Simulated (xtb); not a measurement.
Al(H)(Br)(Me) (CH4AlBr), SMILES [CH3][AlH][Br]. All values are semi-empirical tight-binding results from xtb (GFN2-xTB unless named), good for trends rather than for accurate numbers. Geometry optimised at GFN2-xTB.

Optimised geometry:

```xyz
7

Al    -0.3469    -1.1375     0.0694
H     -1.4992    -1.7207    -0.7600
Br    -0.0329     1.0523    -0.3782
C      0.7203    -2.1852     1.3641
H      0.6719    -1.7718     2.3798
H      1.7863    -2.2138     1.1037
H      0.3797    -3.2241     1.4259
```

For metal compounds this method's bond lengths and energies can be far off.

Computed properties:
The point group as xtb finds it is Cs and the orbital gap is 4.69 eV. The zero-point energy is 25.9 kcal/mol and the G − E(el) at 298.15 K (modified RRHO) is 7.1 kcal/mol.

### Question
Give the atomic charges and the Wiberg bond orders between heavy atoms. (Estimate from the structure and the level; the computed values follow.)

### Answer
charges (e) Al1 0.36, H2 -0.15, Br3 -0.19, C4 -0.22, H5 0.07, H6 0.07, H7 0.06. Bond orders Al1–Br3 1.30, Al1–C4 1.08.
